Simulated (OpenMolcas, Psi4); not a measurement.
A ladder of methods for SiNH4ClO (SMILES N[SiH](O)Cl)

SiNH4ClO: 8 atoms, total charge 0, spin state singlet. As SMILES, `N[SiH](O)Cl`. The shape is that of a PBE0-D4/def2-TZVP optimisation. This is one conformer, not always the lowest.

```xyz
8

N    -0.7498    0.8856   -0.2890
Si    0.5244   -0.2262   -0.1153
O     0.5513   -0.8613    1.3869
Cl    0.1731   -1.6416   -1.5669
H    -1.2172    0.9980   -1.1727
H    -0.8069    1.7124    0.2830
H     1.8967    0.2772   -0.3086
H    -0.2795   -1.2012    1.7267
```

Each level gives the vertical energy of the triplet above the singlet (eV). The values are calculated.

```json
{"level": "HF/6-31G* (spherical functions)", "kind": "Hartree–Fock", "program": "OpenMolcas", "value (eV)": "7.01", "CPU time (all runs)": "13 s"}
{"level": "SVWN5/6-31G* (spherical functions)", "kind": "LDA", "program": "OpenMolcas", "value (eV)": "6.94", "CPU time (all runs)": "50 s"}
{"level": "revPBE/6-31G* (spherical functions)", "kind": "GGA", "program": "OpenMolcas", "value (eV)": "6.88", "CPU time (all runs)": "78 s"}
{"level": "PBE0/6-31G* (spherical functions)", "kind": "global hybrid", "program": "OpenMolcas", "value (eV)": "7.13", "CPU time (all runs)": "71 s"}
{"level": "CAM-B3LYP/6-31G* (spherical functions)", "kind": "range-separated hybrid", "program": "Psi4", "value (eV)": "8.54", "CPU time (all runs)": "1.7 min"}
{"level": "wB97X/6-31G* (spherical functions)", "kind": "range-separated hybrid", "program": "Psi4", "value (eV)": "7.68", "CPU time (all runs)": "56 s"}
{"level": "B2PLYP/6-31G* (density fitting for correlation, spherical functions)", "kind": "double hybrid", "program": "Psi4", "value (eV)": "7.32", "CPU time (all runs)": "31 s"}
{"level": "OMP2/6-31G* (density fitting for correlation, spherical functions)", "kind": "perturbation theory", "program": "Psi4", "value (eV)": "7.60", "CPU time (all runs)": "46 s"}
```

The values span 6.88 to 8.54 eV. A triplet this far above the singlet is often a Rydberg-like or dissociative state; sets without diffuse functions put Rydberg states too high. Times are those of the runs behind each value, whatever else they computed, on shared processors of several kinds: orders of magnitude only.
